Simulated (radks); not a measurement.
Results of a calculation; reference values are marked as such.
Initial-state core-level shifts of neutral palladium when its valence configuration changes from [Kr] 4d10. Level of theory: scalar-relativistic Kohn-Sham, r2SCAN, spin-polarised, spherical densities, finite nucleus; open shells are filled with parallel spins first (spin-orbit coupling, left out, can overturn this in heavy ions); meta-GGA in the generalised Kohn-Sham scheme; Fermi nuclear charge, rms radius 4.5318 fm (a radial shooting solver on a logarithmic mesh with Libxc functionals). Shifts are changes of the shell-averaged eigenvalues in eV (positive: less bound); the change of the density at the nucleus, which sets a Mossbauer isomer shift, is in e/bohr^3, on a base of 1.359e+05.

valence,2s,3s,3d,4p,density at nucleus
4d9.5 5s0.5,-1.808,-1.807,-1.811,-1.669,+8.10
4d9 5p1,-5.556,-5.568,-5.574,-5.345,+1.44
4d9 5s1,-3.715,-3.704,-3.714,-3.381,+17.98
4d8 5p2,-11.063,-11.042,-11.062,-10.293,+4.32
4d6 5p4,-23.801,-23.546,-23.618,-20.873,+13.94
4d8 5s2,-8.221,-8.164,-8.189,-7.310,+41.05
4d9 5s0.5 5p0.5,-4.673,-4.674,-4.682,-4.401,+9.78
4d9.5 5p0.5,-2.866,-2.878,-2.879,-2.806,+0.52
